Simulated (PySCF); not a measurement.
**Broadened absorption spectrum of C3H10OSi2**

C3H10OSi2.
SMILES: `C=CO[SiH2]C[SiH3]`

Level of theory: PySCF, TDDFT B3LYP/def2-SVPD, vertical, gas phase, core orbitals frozen in the response. Geometry: PBE0-D3(BJ)/def2-SVP, one conformer, isolated molecule. Torsions of this conformer, `[CH2:1]=[CH:2][O:3][SiH2:4][CH2:5][SiH3:6]`: C1–C2–O3–Si4 -179°, C2–O3–Si4–C5 180°, O3–Si4–C5–Si6 180°.

Computed states:

```json
{"state": "S1", "E (eV)": "5.65", "f": "0.0018"}
{"state": "S2", "E (eV)": "5.94", "f": "0.0038"}
{"state": "S3", "E (eV)": "6.47", "f": "0.022"}
{"state": "S4", "E (eV)": "6.69", "f": "0.473"}
{"state": "S5", "E (eV)": "6.78", "f": "0.0044"}
{"state": "S6", "E (eV)": "6.97", "f": "0.0036"}
{"state": "S7", "E (eV)": "7.15", "f": "0.0080"}
{"state": "S8", "E (eV)": "7.23", "f": "0.026"}
{"state": "S9", "E (eV)": "7.51", "f": "0.0040"}
{"state": "S10", "E (eV)": "7.65", "f": "0.0083"}
```

Each state is given a Gaussian of 0.3 eV full width at half maximum, with ε(max) = 2.175×10⁸ f / Δν̃ (Δν̃ the width in cm⁻¹). The cross-section is σ = 3.8235×10⁻²¹ ε cm², given in Mb (10⁻¹⁸ cm²). The width is an assumption, not a result. The curve ends short of the highest state used, and states not computed would add to its high-energy end.

(1) Give the broadened spectrum and its maxima.

(2) On this curve, what absorbance would a 10⁻³ mol/L sample give at 193 nm over a 1 cm path?

(3) Does any computed singlet lie in the visible range?

(4) Coming from long wavelengths, where does ε first pass 100 L mol⁻¹ cm⁻¹?

## Answers

(1) 
| λ (nm) | σ (Mb) |
| --- | --- |
| 176.0 | 9.49 |
| 177.1 | 12.44 |
| 178.2 | 20.33 |
| 179.4 | 36.91 |
| 180.5 | 60.31 |
| 181.6 | 89.98 |
| 182.8 | 124.10 |
| 183.9 | 149.90 |
| 185.1 | 164.60 |
| 186.2 | 162.45 |
| 187.3 | 146.54 |
| 188.5 | 118.97 |
| 189.6 | 90.68 |
| 190.7 | 64.54 |
| 191.9 | 41.70 |
| 193.0 | 26.64 |
| 194.1 | 16.46 |
| 195.3 | 9.48 |
| 196.4 | 5.62 |
| 197.6 | 3.12 |
| 198.7 | 1.81 |
| 199.8 | 1.09 |
| 201.0 | 0.72 |
| 202.1 | 0.62 |
| 203.2 | 0.68 |
| 204.4 | 0.84 |
| 205.5 | 1.01 |
| 206.6 | 1.18 |
| 207.8 | 1.31 |
| 208.9 | 1.37 |
| 210.1 | 1.35 |
| 211.2 | 1.28 |
| 212.3 | 1.18 |
| 213.5 | 1.06 |
| 214.6 | 0.96 |
| 215.7 | 0.88 |
| 216.9 | 0.82 |
| 218.0 | 0.77 |
| 219.2 | 0.72 |
| 220.3 | 0.66 |
| 221.4 | 0.60 |
| 222.6 | 0.52 |
| 223.7 | 0.43 |
| 224.8 | 0.35 |
| 226.0 | 0.27 |
| 227.1 | 0.20 |
| 228.2 | 0.14 |
| 229.4 | 0.10 |
| 230.5 | 0.06 |
| 231.7 | 0.04 |
| 232.8 | 0.02 |
| 233.9 | 0.01 |
| 235.1 | 0.01 |
| 236.2 | 0.00 |
| 237.3 | 0.00 |
| 238.5 | 0.00 |

Maxima: 209 nm (5.92 eV), ε about 360, made up of S2 (96%); 185 nm (6.68 eV), ε about 43000, made up of S4 (98%) (ε in L mol⁻¹ cm⁻¹; maxima over ε = 5, shares over 10%).

(2) 193 nm is 6.424 eV, where ε is about 7000 L mol⁻¹ cm⁻¹, so A = ε c l ≈ 7 (Beer–Lambert, with the gas-phase spectrum and the assumed width).

(3) No computed singlet lies in the visible range (380 to 750 nm); the lowest, at 219 nm, stands 2.39 eV above its violet end (3.26 eV).

(4) At about 224 nm (5.53 eV), 0.12 eV below S1.

The vertical ionisation energy (ΔSCF) is 8.92 eV, 1.28 eV above S10.

On one thread of an Arm Neoverse V1, no GPU, on a shared host, this took 54 s wall.
